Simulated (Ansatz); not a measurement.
Reaction (redistribution): `C[O][SnH2][S]C` + `N=C[SiH2]O` → `C[O][SnH2][CH]=N` + `CS[SiH2]O`

Program: Ansatz. Geometries: PBE0-D4/def2-TZVP. ΔE: electronic, gas phase. CCSD(T)/CBS is the MP2 limit (def2-TZVPP, def2-QZVPP) plus CCSD(T) − MP2 in def2-TZVPP, frozen cores. DFT in def2-TZVPP. def2 core potentials past Kr. For Sn outer-core shells are correlated without core-valence functions, which leaves a few kJ/mol of doubt a bond. Each species was taken in one conformer, which may not be the lowest.

```json
{"level": "ωB97M-V", "ΔE (kcal/mol)": "2.8"}
{"level": "SCS-MP2/def2-TZVPP", "ΔE (kcal/mol)": "2.5"}
```

Problem. What does CCSD(T)/CBS give? (Best estimate.)

Solution. Ansatz gave: +3.0 kcal/mol. The listed levels differ from it by -0.2, -0.5 kcal/mol.

Largest T1 diagnostic among the species: 0.014.

In def2-TZVPP, CCSD(T) changes the Hartree–Fock value by −2.4 kcal/mol (the triples alone add −0.3 kcal/mol) and MP2 by −2.5 kcal/mol. From PBE to PBE0 (25 % exact exchange), in def2-TZVPP and without D4, ΔE moves by +0.9 kcal/mol.
